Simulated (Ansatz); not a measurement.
Ansatz results at the PBE0-D4/def2-TZVP geometry: HOMO–LUMO gap (PBE0/def2-TZVPP) 6.61 eV; HOMO–LUMO gap (ωB97M-V/def2-TZVPP) 10.46 eV; LUMO energy (B3LYP/def2-TZVPP) -0.58 eV.

Each molecule was computed in one conformer, which needn't be the lowest.

Q: Which molecule gave them?
A. `[NH2][Hf]([NH2])([F])[F]`
B. `CC(C)[NH][Hf]([F])([F])[NH]C(C)C`
C. `[OH][Hf]([OH])([OH])[Br]`
D. `CC[N](C)[Hf]([F])([F])[N](C)CC`

A: B. The others give `[OH][Hf]([OH])([OH])[Br]`: 7.84, 11.22, -0.51; `CC[N](C)[Hf]([F])([F])[N](C)CC`: 6.61, 10.03, -0.11; `[NH2][Hf]([NH2])([F])[F]`: 7.27, 10.81, -0.60.

B3LYP here is the variant with VWN-RPA as its local correlation; programs differ in this.
